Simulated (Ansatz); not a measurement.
A series at Ge: from `[OH][Ge]([OH])([OH])[OH]`, ligands are replaced one by one, each step taking up HCl and setting free H₂O; n counts the steps. Ansatz, PBE0-D4/def2-TZVP geometries. Each molecule was computed in one conformer, which needn't be the lowest.

| n | molecule | HOMO energy, ωB97M-V/def2-TZVPP (eV) |
| --- | --- | --- |
| 0 | `[OH][Ge]([OH])([OH])[OH]` | -11.70 |
| 1 | `[OH][Ge]([OH])([OH])[Cl]` | -11.67 |
| 2 | `[OH][Ge]([OH])([Cl])[Cl]` | -11.64 |
| 3 | `[OH][Ge]([Cl])([Cl])[Cl]` | ? |
| 4 | `[Cl][Ge]([Cl])([Cl])[Cl]` | -11.92 |

**Question.** By hand: fit a straight line y = ȳ + b (n − n̄) to the 4 given rows and predict n = 3.

**Answer.** n̄ = 1.750, ȳ = -11.732; Σ(n − n̄)(y − ȳ) = -0.503, Σ(n − n̄)² = 8.750, so b = -0.057 eV a step. Prediction: -11.732 + (-0.057) × (1.250) = -11.80 eV.

**Question.** By hand: compare with the computed value, -11.77 eV, and give the steps along the whole series.

**Answer.** The line misses by 0.03 eV (computed minus predicted). Steps: 0.03, 0.03, -0.13, -0.15 eV.

The steps change sign along the series, so a line is a poor guide. The highest orbital can change its character along such a series. The miss is 10.7 % of the series' range.
